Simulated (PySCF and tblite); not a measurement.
2 diastereomers of C7H8FNO, numbered alike:

```tsv
isomer	SMILES	descriptors (one enantiomer)
A	[N:1]#[C:2][C@:3]1([F:4])[CH2:5][CH2:6][CH2:7][C@@H:8]2[O:9][C@H:10]12	3R, 8S, 10S
B	[N:1]#[C:2][C@@:3]1([F:4])[CH2:5][CH2:6][CH2:7][C@@H:8]2[O:9][C@H:10]12	3S, 8S, 10S
```

Each isomer is a Boltzmann average at 298.15 K over at most 3 conformers: GFN2-xTB geometries, energies PBE0/pcSseg-1 (D3(BJ) added where defined), GIAO shieldings PBE0/pcSseg-1, GFN2-xTB thermal terms. Programs: PySCF with density fitting and tblite.

Question: What shifts does each isomer give (ppm; of two unlike H on one atom, a is the less shielded)?

Answer: 
A: ¹H (against TMS): 3.14 (H8, 1H), 3.06 (H10, 1H), 2.01 (H5a, 1H), 1.99 (H7a, 1H), 1.89 (H5b, 1H), 1.77 (H7b, 1H), 1.57 (H6a, 1H), 1.48 (H6b, 1H). ¹³C (against TMS): 122.4 (C2), 86.5 (C3), 52.9 (C10), 52.2 (C8), 36.9 (C5), 28.3 (C7), 17.8 (C6). ¹⁹F (against CFCl3): -186.7 (F4). ¹⁵N (against NH3): 312.4 (N1).

B: ¹H (against TMS): 3.29 (H10, 1H), 3.13 (H8, 1H), 2.17 (H5a, 1H), 1.95 (H5b, 1H), 1.81 (H7a, 1H), 1.78 (H7b, 1H), 1.75 (H6a, 1H), 1.63 (H6b, 1H). ¹³C (against TMS): 122.3 (C2), 91.0 (C3), 54.8 (C10), 54.1 (C8), 33.7 (C5), 26.8 (C7), 24.8 (C6). ¹⁹F (against CFCl3): -182.0 (F4). ¹⁵N (against NH3): 314.7 (N1).

Question: Which carbons tell the isomers apart best?

Answer: C6: 17.8 in A, 24.8 in B; C3: 86.5 in A, 91.0 in B; C5: 36.9 in A, 33.7 in B ppm.

Unscaled ¹⁹F and ¹⁵N shifts at such levels can be off by tens of ppm; differences between conformers or isomers are more reliable. Shifts are unscaled: against experiment ¹³C can be off by 15 ppm or more and ¹H by 0.8 ppm.


¹⁵N shifts are against a computed isolated NH3 molecule, about 20 ppm from the liquid.